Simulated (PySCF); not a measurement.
## Polarisability and C₆ of Mg (magnesium, neutral)

[Ne] 3s2, closed-shell 1S. All numbers are calculated (PySCF 2.14, no relativity, point nucleus, in dyall-acv3z (20s13p7d4f, 122 functions)). Coupled (time-dependent) response in atomic units; α is the mean over directions.

| method | mean α (bohr³) | C₆ (like pair) | S(−4) |
| --- | --- | --- | --- |
| UHF | 81.58 | 766.2 | 3576 |
| PBE | 73.99 | 658.8 | 2991 |
| PBE0 | 74.97 | 673.9 | 3037 |
| PW91 | 73.60 | 653.2 | 2963 |
| HSE06 | 74.45 | 666.9 | 2997 |

S(−4) is the Cauchy moment in α(ω) = α(0) + S(−4) ω² + …

Reference α: 71.2 ± 0.4 bohr³ (recommended; Schwerdtfeger and Nagle, table of static dipole polarizabilities (2023 update)). Published C₆: 626.0 (Chu and Dalgarno (2004); Tang, Norbeck and Certain (1976)).

Hartree-Fock lies above the reference because it lacks correlation, which contracts the outer shell.

α(iu) at HSE06:

| u (hartree) | α(iu) (bohr³) |
| --- | --- |
| 0 | 74.45 |
| 0.0500 | 67.66 |
| 0.100 | 53.22 |
| 0.200 | 29.03 |
| 0.300 | 16.75 |
| 0.500 | 7.373 |
| 0.750 | 3.726 |
| 1.00 | 2.327 |
| 1.50 | 1.253 |
| 2.00 | 0.8336 |
| 3.00 | 0.4802 |
| 5.00 | 0.2346 |
